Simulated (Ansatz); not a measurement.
CH2NO, SMILES [NH]C=O, multiplicity 2. Atoms are numbered in the order given.

```xyz
5

N     -0.1138     1.1179     0.0000
C      0.4593    -0.0395     0.0000
O     -0.2942    -1.0476     0.0000
H     -1.1335     1.1217     0.0000
H      1.5468    -0.1368     0.0000
```
Charge 0, spin multiplicity 2.

Coordinates come from a PBE0-D3(BJ)/def2-TZVP optimisation. The isomer is the one that the SMILES or the coordinates give; other isomers of the formula were not compared. Other conformers were not sampled.

Two levels are set side by side: PBE-D3(BJ)/def2-TZVP (Ansatz, a program for electronic structure) and PBE0-D3(BJ)/def2-TZVP (Ansatz). Each level has its own optimised geometry; the coordinates shown are those of the second. Differences are taken from unrounded values.

| quantity | PBE0-D3(BJ) |
|---|---|
| mean bond length (Å) | 1.165 |
| bond N1–C2 (Å) | 1.292 |
| bond C2–O3 (Å) | 1.259 |
| bond N1–H4 (Å) | 1.020 |
| bond C2–H5 (Å) | 1.092 |

What does PBE-D3(BJ) give, and how far is it from PBE0-D3(BJ)? (Estimate from the structure and the level; the computed values follow.)


```csv
quantity,PBE-D3(BJ),PBE-D3(BJ) minus PBE0-D3(BJ)
mean bond length (Å),1.176,0.011
bond N1–C2 (Å),1.309,0.018
bond C2–O3 (Å),1.267,0.008
bond N1–H4 (Å),1.028,0.008
bond C2–H5 (Å),1.100,0.008
```

GGA bonds tend to be longer and softer than those of functionals with exact exchange. Differences between two approximate levels are no errors against the true value.
